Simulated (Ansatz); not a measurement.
The cluster Cs3Br2, relaxed as a doublet with UKS PBE0-D4/def2-SVP in Ansatz, starting from the GFN1-xTB geometry. Force threshold 0.02 eV/Å.

In the def2 sets Cs takes a core potential; there is no spin–orbit coupling. The relaxation made no stability test and no search for a lower SCF solution. The structure comes from a short search, and lower isomers may exist.

Start:

```xyz
5

Cs   -0.5526    0.9520    2.1701
Cs   -1.6631    0.0345   -1.7678
Cs    2.1953   -0.9714   -0.3881
Br    0.7720    1.9911   -0.6847
Br   -0.7515   -2.0062    0.6705
```

Estimate the energy that the relaxation releases and the steps that it takes.

5.9 kcal/mol, in 4 steps; 18 s on 4 threads of AMD EPYC 7B13 on a shared host. No frequencies were taken in this run, so the end may be a saddle point.

Does the start keep its bonding and symmetry?

By distances, no bond broke or formed. The bond that changes most is Cs3–Br5, from 3.30 to 3.45 Å (atoms count from 1). The end is the same structure that another start reached, the lowest one found. Point group Cs at the start, Cs at the end, both within 0.05 Å.

Predict the relaxed structure.


```xyz
5

Cs   -0.622    1.063    2.426
Cs   -1.873    0.042   -1.979
Cs    2.469   -1.090   -0.431
Br    0.734    1.881   -0.650
Br   -0.708   -1.896    0.634
```
Bond lengths (bridged metal pairs left out): 6 × Br–Cs 3.45 to 3.46 Å.
